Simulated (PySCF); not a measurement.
Atom-mapped SMILES (the numbers label the heavy atoms): `[F:1][Si@@H:2]([SiH3:3])[GeH3:4]` (H(Xn): hydrogen on atom n).

[PySCF 2.14: PBE0-D3(BJ)/def2-SVP structure; PBE0/pcSseg-1 with gauge-including orbitals; non-relativistic Hamiltonian; single conformer; no solvent model; fast rotation and ring inversion assumed for equivalent nuclei]

Referencing at the same level of theory: ¹H, ²⁹Si vs TMS; ¹⁹F against CFCl3; ⁷³Ge against GeMe4.

| atoms | nucleus | count | Hirshfeld charge | δ (ppm) |
| --- | --- | --- | --- | --- |
| Si2 | ²⁹Si | 1 | 0.27 | 35.0 |
| H(Si3) | ¹H | 3 | -0.07 | 3.64 |
| Ge4 | ⁷³Ge | 1 | 0.20 | ? |
| H(Si2) | ¹H | 1 | -0.07 | 6.25 |
| F1 | ¹⁹F | 1 | -0.21 | ? |
| H(Ge4) | ¹H | 3 | -0.06 | 3.63 |
| Si3 | ²⁹Si | 1 | 0.21 | -105.0 |

Q: Complete the table.

A: 
- F1: -255.5 ppm, fluorine bonded to Si
- Ge4: -343 ppm, germanium bonded to Si, 3 H

Relativistic effects, spin–orbit coupling among them, are left out; they matter for Ge and for the light atoms bonded to it. Unscaled 19F shifts against computed CFCl3 carry errors that often reach 10 to 50 ppm.
